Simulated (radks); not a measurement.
Q: The mean radii <r> (bohr) of the occupied orbitals of an atom or ion are listed with their occupations. Calculated with a radial shooting solver on a logarithmic mesh with Libxc functionals: Dirac Kohn-Sham, LDA (Slater exchange, Perdew-Zunger correlation), spin-unpolarised, spherical densities, finite nucleus; Fermi nuclear charge, rms radius of each element as measured or else 0.836 A^(1/3) + 0.57 fm.

orbital  occ.      <r>
1s1/2       2  0.03711
2s1/2       2   0.1625
2p1/2       2   0.1387
2p3/2       4   0.1431
3s1/2       2   0.4592
3p1/2       2   0.4555
3p3/2       4   0.4661
3d3/2       4   0.4507
3d5/2       6   0.4543
4s1/2       2    1.212
4p1/2       2    1.346
4p3/2       4    1.378
4d3/2     0.8    2.130
5s1/2       1    3.392
4d5/2     1.2    2.150

Name the element and its charge. Open shells, if any, are shared by 2j + 1.

A: Z = 40, zirconium, charge +1: Zr+ in [Kr] 4d2 5s1. The 1s radius gives Z: for a bare nucleus <r> = (2 gamma + 1)/(2Z) with gamma = sqrt(1 - (Z/c)^2), 0.03641 bohr for Z = 40, and screening makes it slightly larger (0.03711 here). The occupations add up to 39, and the charge is Z minus that.
